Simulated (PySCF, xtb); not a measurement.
Te(iPr)(SH) (C3H8STe), SMILES CC(C)[Te]S.

GFN2-xTB (xtb) at its own geometry gives an orbital gap of 3.59 eV and a dipole moment of 2.75 D.

Coordinates come from a r2SCAN-D4/def2-SVP optimisation. The def2 effective core potentials stand for the cores of Te; spin–orbit coupling is left out. Other conformers were not sampled.

What does PBE/def2-TZVP (PySCF) give? (Estimate from the structure and the level; the computed values follow.)

gap 2.77 eV (levels -5.14 and -2.37 eV), dipole 2.03 D.
